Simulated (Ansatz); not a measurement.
Redistribution: C2H9FSi2 + C2H8OSi2 → C2H10OSi2 + C2H7FSi2

Species: C2H9FSi2 `C[SiH2]C[SiH2]F`, singlet; C2H8OSi2 `C=C[SiH2][SiH2]O`, singlet; C2H10OSi2 `C[SiH2]C[SiH2]O`, singlet; C2H7FSi2 `C=C[SiH2][SiH2]F`, singlet. The partners trade F for OH; both sit on Si, so the bond types are kept.

Shapes, held fixed at every level: PBE0-D4/def2-TZVP. Flexible molecules stand in one conformer, not always the lowest. Programs: Ansatz 0.2.0. Electronic energies: no zero-point or thermal term.

```json
{"level": "HF/def2-TZVPP", "kind": "Hartree–Fock", "ΔE (kJ/mol)": "+2.1", "less CCSD(T)/CBS estimate": "-1.2"}
{"level": "r2SCAN-D4/def2-TZVPP", "kind": "meta-GGA", "ΔE (kJ/mol)": "+5.0", "less CCSD(T)/CBS estimate": "+1.7"}
{"level": "B3LYP-D4/def2-TZVPP", "kind": "global hybrid", "ΔE (kJ/mol)": "+4.5", "less CCSD(T)/CBS estimate": "+1.2"}
{"level": "wB97X-V/def2-TZVPP", "kind": "range-separated hybrid", "ΔE (kJ/mol)": "+3.8", "less CCSD(T)/CBS estimate": "+0.5"}
{"level": "B2PLYP/def2-TZVPP", "kind": "double hybrid", "ΔE (kJ/mol)": "+3.3", "less CCSD(T)/CBS estimate": "0.0"}
{"level": "MP2/def2-TZVPP", "kind": "perturbation theory", "ΔE (kJ/mol)": "+3.6", "less CCSD(T)/CBS estimate": "+0.3"}
{"level": "CCSD/def2-TZVPP", "kind": "coupled cluster or CI", "ΔE (kJ/mol)": "+3.2", "less CCSD(T)/CBS estimate": "-0.1"}
{"level": "CCSD(T)/CBS estimate", "kind": "coupled cluster or CI", "ΔE (kJ/mol)": "+3.3", "less CCSD(T)/CBS estimate": "0.0"}
```

The highest level, CCSD(T)/CBS estimate, gives ΔE = +3.3 kJ/mol; the levels span +2.1 to +5.0. That is about zero within the method's error. The column of differences is taken from that level and isn't an error. No measured value is set beside it here. The CBS estimate extrapolates MP2 from def2-TZVPP and def2-QZVPP and adds CCSD(T) − MP2 in the triple-zeta set, cores frozen.
